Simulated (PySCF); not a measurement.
Species: octahydroindole, C8H15N.
Structure used (PBE0-D3(BJ)/def2-SVP), in Å, numbered top down from 1:
```
atom  x, y, z in Å
C1     2.1003    0.9805    0.7593
C2     2.4551   -0.5015    0.7233
C3     1.1930   -1.3544    0.7720
C4     0.2351   -1.0389   -0.3851
N5    -1.1024   -1.5764   -0.2290
C6    -1.8748   -0.6834    0.6316
C7    -1.1321    0.6647    0.5731
C8    -0.0548    0.4629   -0.5003
C9     1.1812    1.3520   -0.4000
H10    1.6084    1.2090    1.7216
H11    3.0109    1.6001    0.7282
H12    3.0131   -0.7212   -0.2056
H13    3.1280   -0.7601    1.5567
H14    1.4435   -2.4288    0.7530
H15    0.6737   -1.1760    1.7306
H16    0.6858   -1.4131   -1.3228
H17   -1.1117   -2.5423    0.0829
H18   -1.9504   -1.0367    1.6786
H19   -2.9102   -0.5946    0.2590
H20   -1.7992    1.5046    0.3299
H21   -0.6714    0.8975    1.5457
H22   -0.5275    0.6199   -1.4836
H23    1.7516    1.2610   -1.3412
H24    0.8769    2.4099   -0.3313
```

Computed with PySCF at PBE0/pcSseg-1, non-relativistic, on one gas-phase PBE0-D3(BJ)/def2-SVP geometry that isn't relaxed in the solvent. The solvent is an IEF-PCM continuum (van der Waals radii × 1.2). Only the electrostatic response of the medium enters.

| medium | total energy (Eh) | HOMO (eV) | LUMO (eV) | dipole (D) |
| --- | --- | --- | --- | --- |
| gas phase | -368.148348 | -6.004 | 1.304 | 1.029 |
| water (ε = 78.36) | -368.153412 | -6.097 | 1.452 | 1.476 |

Q: What is E(solvent) − E(gas) in water, in kJ/mol?

A: -368.153412 − (-368.148348) = -0.005064 Eh = -13.30 kJ/mol.

Q: Scale it by Onsager's factor (ε − 1)/(2ε + 1) to tetrahydrofuran (ε = 7.426), and compare with the calculation.

A: The factor goes from 0.490 to 0.405, a ratio of 0.826, which gives -10.99 kJ/mol. The calculation gives -10.58 kJ/mol (total energy -368.152377 Eh), so the scaled value is 3.9 % too large in size.

Q: Scale the changes of the other columns the same way. What are the values in tetrahydrofuran?

A: 
```
  quantity  scaled  computed  difference
 HOMO (eV)  -6.081    -6.067      -0.014
 LUMO (eV)   1.426     1.435      -0.009
dipole (D)   1.398     1.361      +0.037
```

Q: How does each lowering split into the polarisation term (half the interaction with the induced surface charges) and the distortion of the solute's density?

A: water: -14.98 + 1.68 kJ/mol, the distortion taking back 11 % of the polarisation term; tetrahydrofuran: -11.58 + 1.00 kJ/mol, the distortion taking back 9 % of the polarisation term.

Hardware: Arm Neoverse V2, one thread, shared host with 32 logical CPUs at a one-minute load of 13. Cost: 41 s of wall time, 1.6 GiB resident at most. This is the whole shielding run at PBE0/pcSseg-1 in tetrahydrofuran, SCF included.
